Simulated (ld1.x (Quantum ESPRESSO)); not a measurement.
**Pseudopotential generation for vanadium (V): ultrasoft, PBE, fully relativistic.**

ld1.x (Quantum ESPRESSO) 7.5 was run on this input:

```
&input
   title='V', zed=23., rel=2, dft='PBE', iswitch=3,
   config='[Ar] 3d3 4s1 4p0', rel_dist='average',
   nld=5, rlderiv=3.70, eminld=-3.0, emaxld=5.0, deld=0.02
 /
 &inputp
   pseudotype=3, tm=.true., lloc=-1, rcloc=2.45,
   nlcc=.false.,
   which_augfun='PSQ', rmatch_augfun_nc=.true.,
   file_pseudopw='V.UPF', file_wfcaegen='ae.wfc', file_wfcncgen='nc.wfc', file_beta='beta', file_chi='chi', file_wfcusgen='us.wfc'
 /
6
4S  1  0   1.00   0.00  1.90  2.65  0.0
4S  1  0   0.00  -0.35  1.90  2.65  0.0
4P  2  1   0.00   0.00  2.75  3.40  0.0
4P  2  1   0.00   2.30  2.75  3.40  0.0
3D  3  2   3.00   0.00  1.75  2.40  0.0
3D  3  2   0.00   0.20  1.75  2.40  0.0
 &test
   configts(1)='3d3 4s1 4p0'
 /
```

Command:

```bash
ld1.x < V.in > V.out
```

Output (shortened: banner, matrices, multipoles, cross overlaps and the repeated all-electron block are left out):

```
Program LD1 v.7.5
     --------------------------- All-electron run ----------------------------

     V
     dirac relativistic calculation

     atomic number is 23.00
     dft =PBE   lsd =0 sic =0 latt =0  beta=0.20 tr2=1.0E-14
     Exchange-correlation= PBE
                           (   1   4   3   4   0   0   0)
     mesh =1181 r(mesh) = 100.93793 a.u. xmin = -7.00 dx = 0.01250
     1 Ry =  13.60569312 eV, c = 137.03599908

     n l j   nl                  e(Ry)          e(Ha)          e(eV)
     Spin orbit split results
     1 0 0.5 1S 1( 2.00)      -394.7911      -197.3955     -5371.4064
     2 0 0.5 2S 1( 2.00)       -44.8359       -22.4180      -610.0240
     2 1 0.5 2P 1( 2.00)       -37.8740       -18.9370      -515.3025
     2 1 1.5 2P 1( 4.00)       -37.3522       -18.6761      -508.2020
     3 0 0.5 3S 1( 2.00)        -5.7198        -2.8599       -77.8216
     3 1 0.5 3P 1( 2.00)        -3.8364        -1.9182       -52.1968
     3 1 1.5 3P 1( 4.00)        -3.7754        -1.8877       -51.3665
     3 2 1.5 3D 1( 1.20)        -0.9315        -0.4658       -12.6738
     3 2 2.5 3D 1( 1.80)        -0.9265        -0.4633       -12.6059
     4 0 0.5 4S 1( 1.00)        -0.8011        -0.4005       -10.8994
     4 1 0.5 4P 1( 0.00)        -0.5050        -0.2525        -6.8703
     4 1 1.5 4P 1( 0.00)        -0.5010        -0.2505        -6.8161
     Averaged results
     1 0     1S 1( 2.00)      -394.7911      -197.3955     -5371.4064
     2 0     2S 1( 2.00)       -44.8359       -22.4180      -610.0240
     2 1     2P 1( 6.00)       -37.5261       -18.7631      -510.5688
     3 0     3S 1( 2.00)        -5.7198        -2.8599       -77.8216
     3 1     3P 1( 6.00)        -3.7957        -1.8979       -51.6432
     3 2     3D 1( 3.00)        -0.9285        -0.4643       -12.6331
     4 0     4S 1( 1.00)        -0.8011        -0.4005       -10.8994
     4 1     4P 1( 0.00)        -0.5023        -0.2512        -6.8342

     final scf error:  6.3E-15 reached in  22 iterations

     Etot =   -1897.467622 Ry,    -948.733811 Ha,  -25816.362178 eV

     Ekin =    1917.871770 Ry,     958.935885 Ha,   26093.974746 eV
     Encl =   -4507.250634 Ry,   -2253.625317 Ha,  -61324.268960 eV
     Eh   =     781.850690 Ry,     390.925345 Ha,   10637.620552 eV
     Exc  =     -89.939447 Ry,     -44.969723 Ha,   -1223.688515 eV

     normalization and overlap integrals

     s(1S/1S) =  1.000000  <r> =   0.0664  <r2> =    0.0059  r(max) =   0.0435
     s(2S/2S) =  1.000000  <r> =   0.3080  <r2> =    0.1122  r(max) =   0.2565
     s(2P/2P) =  1.000000  <r> =   0.2722  <r2> =    0.0914  r(max) =   0.2074
     s(2P/2P) =  1.000000  <r> =   0.2749  <r2> =    0.0931  r(max) =   0.2100
     s(3S/3S) =  1.000000  <r> =   0.9488  <r2> =    1.0389  r(max) =   0.8204
     s(3P/3P) =  1.000000  <r> =   1.0111  <r2> =    1.2050  r(max) =   0.8411
     s(3P/3P) =  1.000000  <r> =   1.0195  <r2> =    1.2251  r(max) =   0.8517
     s(3D/3D) =  1.000000  <r> =   1.3803  <r2> =    2.5058  r(max) =   0.8954
     s(3D/3D) =  1.000000  <r> =   1.3851  <r2> =    2.5237  r(max) =   0.8954
     s(4S/4S) =  1.000000  <r> =   3.0432  <r2> =   10.5571  r(max) =   2.5909
     s(4P/4P) =  1.000000  <r> =   3.7732  <r2> =   16.3174  r(max) =   3.1645
     s(4P/4P) =  1.000000  <r> =   3.7970  <r2> =   16.5189  r(max) =   3.2043

     ------------------------ End of All-electron run ------------------------

     --------------------- Generating US pseudopotential ---------------------

      Generating local potential from pseudized AE potential:
      Matching radius rcloc =   2.4500

      Local pseudo, rcloc= 2.434 Estimated cut-off energy=     3.91 Ry

     Fully relativistic calculation: |psi|^2

     Wfc 4S LC norm =  0.99996900 SC norm =  0.00002991 missing  0.00000109

     Wfc 4P LC norm =  0.99997936 SC norm =  0.00002046 missing  0.00000018

     Wfc 4P LC norm =  0.99997957 SC norm =  0.00001797 missing  0.00000246

     Wfc 3D LC norm =  0.99987622 SC norm =  0.00012376 missing  0.00000001

     Wfc 3D LC norm =  0.99987689 SC norm =  0.00012294 missing  0.00000018
      Wfc-us  4S rcutus= 2.623  Estimated cut-off energy=     6.47 Ry
      Wfc-us  4S rcutus= 2.623  Estimated cut-off energy=     7.19 Ry
      Wfc-us  4P rcutus= 3.369  Estimated cut-off energy=     6.67 Ry
      Wfc-us  4P rcutus= 3.369  Estimated cut-off energy=     6.66 Ry
      Wfc-us  4P rcutus= 3.369  Estimated cut-off energy=    14.70 Ry
      Wfc-us  4P rcutus= 3.369  Estimated cut-off energy=    14.65 Ry
      Wfc-us  3D rcutus= 2.374  Estimated cut-off energy=    20.89 Ry
      Wfc-us  3D rcutus= 2.374  Estimated cut-off energy=    20.88 Ry
      Wfc-us  3D rcutus= 2.374  Estimated cut-off energy=    38.32 Ry
      Wfc-us  3D rcutus= 2.374  Estimated cut-off energy=    38.30 Ry

     Q pseudized with Bessel functions
     Expected ecutrho=     139.7571 due to l1=  2   l2=  2

     ------------------- End of pseudopotential generation -------------------

     Computing logarithmic derivative in   3.69979
     Computing logarithmic derivative in   3.69979
     Computing the partial wave expansion
     R is outside the sphere for l=    0 j= 0.50
     R is outside the sphere for l=    0 j= 0.50
     R is outside the sphere for l=    1 j= 0.50
     R is outside the sphere for l=    1 j= 0.50
     R is outside the sphere for l=    1 j= 1.50
     R is outside the sphere for l=    1 j= 1.50
     R is outside the sphere for l=    2 j= 1.50
     R is outside the sphere for l=    2 j= 1.50
     R is outside the sphere for l=    2 j= 2.50
     R is outside the sphere for l=    2 j= 2.50

     ---------------------- Testing the pseudopotential ----------------------

     V
     dirac relativistic calculation

     atomic number is 23.00   valence charge is  5.00
     dft =PBE   lsd =0 sic =0 latt =0  beta=0.20 tr2=1.0E-14
     mesh =1181 r(mesh) = 100.93793 xmin = -7.00 dx = 0.01250

     n l  j  nl             e AE (Ry)       e PS (Ry)    De AE-PS (Ry)
     3 2 1.5 3D   1( 1.20)       -0.93151       -0.93151       -0.00000
     3 2 2.5 3D   1( 1.80)       -0.92652       -0.92652        0.00000
     1 0 0.5 4S   1( 1.00)       -0.80109       -0.80109        0.00000
     2 1 0.5 4P   1( 0.00)       -0.50496       -0.50496       -0.00000
     2 1 1.5 4P   1( 0.00)       -0.50097       -0.50097        0.00000

     eps = 1.3E-15  iter =  3

     Etot =   -1897.467622 Ry,    -948.733811 Ha,  -25816.362178 eV
     Etotps =   -11.335789 Ry,      -5.667895 Ha,    -154.231268 eV

     Ekin =       4.383668 Ry,       2.191834 Ha,      59.642843 eV
     Encl =     -25.632541 Ry,     -12.816271 Ha,    -348.748490 eV
     Ehrt =       8.558085 Ry,       4.279043 Ha,     116.438684 eV
     Ecxc =      -2.778892 Ry,      -1.389446 Ha,     -37.808749 eV
     Epseu=       4.133890 Ry,       2.066945 Ha,      56.244444 eV

     ---------------------- End of pseudopotential test ----------------------
```

Generation and configuration tests took about 2.6 s on one core of a shared server CPU.

Transferability test of the new file with ld1.x, input:

```
&input
   title='V', zed=23., rel=2, dft='PBE', iswitch=2,
   config='[Ar] 3d3 4s1 4p0', rel_dist='average'
 /
 &test
   file_pseudo='V.UPF', nconf=8,
   configts(1)='3d3 4s1 4p0',
   configts(2)='3d3 4s2 4p0',
   configts(3)='3d3 4s0 4p0',
   configts(4)='3d2 4s0 4p0',
   configts(5)='3d3 4s0 4p1',
   configts(6)='3d4 4s0 4p0',
   configts(7)='3d1 4s0 4p0',
   configts(8)='3d3.5 4s1.5 4p0'
 /
```

```bash
ld1.x < V.test.in > V.test.out
```

Pseudopotential blocks of its output, shortened (energy terms left out; the distinct warnings before each block abridged to one line each):

```
     ---------------------- Testing the pseudopotential ----------------------

     n l  j  nl             e AE (Ry)       e PS (Ry)    De AE-PS (Ry)
     3 2 1.5 3D   1( 1.20)       -0.93151       -0.93151       -0.00000
     3 2 2.5 3D   1( 1.80)       -0.92652       -0.92652        0.00000
     1 0 0.5 4S   1( 1.00)       -0.80109       -0.80109        0.00000
     2 1 0.5 4P   1( 0.00)       -0.50496       -0.50496       -0.00000
     2 1 1.5 4P   1( 0.00)       -0.50097       -0.50097        0.00000

     eps = 1.3E-15  iter =  3

     Etot =   -1897.467622 Ry,    -948.733811 Ha,  -25816.362178 eV
     Etotps =   -11.335789 Ry,      -5.667895 Ha,    -154.231268 eV

     ---------------------- End of pseudopotential test ----------------------

          ---------------------- Testing the pseudopotential ----------------------

     n l  j  nl             e AE (Ry)       e PS (Ry)    De AE-PS (Ry)
     3 2 1.5 3D   1( 1.20)       -0.38254       -0.37965       -0.00288
     3 2 2.5 3D   1( 1.80)       -0.37771       -0.37484       -0.00287
     1 0 0.5 4S   1( 2.00)       -0.34555       -0.34771        0.00215
     2 1 0.5 4P   1( 0.00)       -0.10765       -0.10784        0.00019
     2 1 1.5 4P   1( 0.00)       -0.10537       -0.10554        0.00017

     eps = 4.4E-15  iter = 10

     Etot =   -1898.036111 Ry,    -949.018055 Ha,  -25824.096860 eV
     Etotps =   -11.906081 Ry,      -5.953040 Ha,    -161.990483 eV
     dEtot_ae =      -0.568489 Ry
     dEtot_ps =      -0.570292 Ry,   Delta E=       0.001803 Ry

     ---------------------- End of pseudopotential test ----------------------

          ---------------------- Testing the pseudopotential ----------------------

     n l  j  nl             e AE (Ry)       e PS (Ry)    De AE-PS (Ry)
     3 2 1.5 3D   1( 1.20)       -1.56992       -1.56288       -0.00704  !
     3 2 2.5 3D   1( 1.80)       -1.56470       -1.55763       -0.00707  !
     1 0 0.5 4S   1( 0.00)       -1.30820       -1.28466       -0.02354  !
     2 1 0.5 4P   1( 0.00)       -0.95671       -0.93942       -0.01729  !
     2 1 1.5 4P   1( 0.00)       -0.95086       -0.93375       -0.01710  !

     eps = 1.1E-16  iter = 11

     Etot =   -1896.416888 Ry,    -948.208444 Ha,  -25802.066210 eV
     Etotps =   -10.294253 Ry,      -5.147127 Ha,    -140.060448 eV
     dEtot_ae =       1.050734 Ry
     dEtot_ps =       1.041536 Ry,   Delta E=       0.009198 Ry

     ---------------------- End of pseudopotential test ----------------------

          Warning: n=3, l=2 expected 0 nodes, found 1
     ---------------------- Testing the pseudopotential ----------------------

     n l  j  nl             e AE (Ry)       e PS (Ry)    De AE-PS (Ry)
     3 2 1.5 3D   1( 0.80)       -2.71988       -2.64756       -0.07231  !
     3 2 2.5 3D   1( 1.20)       -2.71367       -2.64092       -0.07275  !
     1 0 0.5 4S   1( 0.00)       -2.04024       -1.99206       -0.04818  !
     2 1 0.5 4P   1( 0.00)       -1.60989       -1.55571       -0.05418  !
     2 1 1.5 4P   1( 0.00)       -1.60108       -1.54766       -0.05341  !

     eps = 6.7E-15  iter = 32

     Etot =   -1894.292976 Ry,    -947.146488 Ha,  -25773.168913 eV
     Etotps =    -8.201666 Ry,      -4.100833 Ha,    -111.589352 eV
     dEtot_ae =       3.174646 Ry
     dEtot_ps =       3.134123 Ry,   Delta E=       0.040523 Ry

     ---------------------- End of pseudopotential test ----------------------

          ---------------------- Testing the pseudopotential ----------------------

     n l  j  nl             e AE (Ry)       e PS (Ry)    De AE-PS (Ry)
     3 2 1.5 3D   1( 1.20)       -1.01786       -1.02120        0.00335
     3 2 2.5 3D   1( 1.80)       -1.01279       -1.01610        0.00331
     1 0 0.5 4S   1( 0.00)       -0.85375       -0.84884       -0.00490
     2 1 0.5 4P   1( 0.33)       -0.55205       -0.55057       -0.00149
     2 1 1.5 4P   1( 0.67)       -0.54791       -0.54651       -0.00139

     eps = 4.5E-16  iter =  9

     Etot =   -1897.165938 Ry,    -948.582969 Ha,  -25812.257553 eV
     Etotps =   -11.035749 Ry,      -5.517875 Ha,    -150.149018 eV
     dEtot_ae =       0.301684 Ry
     dEtot_ps =       0.300040 Ry,   Delta E=       0.001645 Ry

     ---------------------- End of pseudopotential test ----------------------

          BEWARE! Errors in PS-KS equations
     Warning: n=1, l=0 expected 0 nodes, found 2
     Warning: n=2, l=1 expected 0 nodes, found 1
     ---------------------- Testing the pseudopotential ----------------------

     n l  j  nl             e AE (Ry)       e PS (Ry)    De AE-PS (Ry)
     3 2 1.5 3D   1( 1.60)       -0.66318       -0.66318        0.00000
     3 2 2.5 3D   1( 2.40)       -0.65891       -0.65891        0.00000
     1 0 0.5 4S   1( 0.00)       -0.69790       -0.69790        0.00000
     2 1 0.5 4P   1( 0.00)       -0.43067       -0.43067        0.00000
     2 1 1.5 4P   1( 0.00)       -0.42742       -0.42742        0.00000

     eps = 1.0E-30  iter =  3

     Etot =   -1897.507151 Ry,    -948.753576 Ha,  -25816.899998 eV
     Etotps =    -2.642474 Ry,      -1.321237 Ha,     -35.952684 eV
     dEtot_ae =      -0.039529 Ry
     dEtot_ps =       8.693316 Ry,   Delta E=      -8.732845 Ry

     ---------------------- End of pseudopotential test ----------------------

          BEWARE! Errors in PS-KS equations
     ---------------------- Testing the pseudopotential ----------------------

     n l  j  nl             e AE (Ry)       e PS (Ry)    De AE-PS (Ry)
     3 2 1.5 3D   1( 0.40)       -4.06015       -4.06015        0.00000
     3 2 2.5 3D   1( 0.60)       -4.05290       -4.05290        0.00000
     1 0 0.5 4S   1( 0.00)       -2.86879       -3.48034        0.61155  !
     2 1 0.5 4P   1( 0.00)       -2.36770       -2.83435        0.46665  !
     2 1 1.5 4P   1( 0.00)       -2.35573       -2.82426        0.46853  !

     eps = 3.0E-30  iter =  3

     Etot =   -1890.921413 Ry,    -945.460707 Ha,  -25727.296467 eV
     Etotps =    -4.055799 Ry,      -2.027900 Ha,     -55.181962 eV
     dEtot_ae =       6.546209 Ry
     dEtot_ps =       7.279990 Ry,   Delta E=      -0.733781 Ry

     ---------------------- End of pseudopotential test ----------------------

          ---------------------- Testing the pseudopotential ----------------------

     n l  j  nl             e AE (Ry)       e PS (Ry)    De AE-PS (Ry)
     3 2 1.5 3D   1( 1.40)       -0.26770       -0.27087        0.00316
     3 2 2.5 3D   1( 2.10)       -0.26327       -0.26645        0.00318
     1 0 0.5 4S   1( 1.50)       -0.31165       -0.31236        0.00072
     2 1 0.5 4P   1( 0.00)       -0.09090       -0.09150        0.00060
     2 1 1.5 4P   1( 0.00)       -0.08898       -0.08956        0.00057

     eps = 9.8E-15  iter = 15

     Etot =   -1898.032089 Ry,    -949.016044 Ha,  -25824.042134 eV
     Etotps =   -11.901768 Ry,      -5.950884 Ha,    -161.931807 eV
     dEtot_ae =      -0.564466 Ry
     dEtot_ps =      -0.565979 Ry,   Delta E=       0.001513 Ry

     ---------------------- End of pseudopotential test ----------------------
```
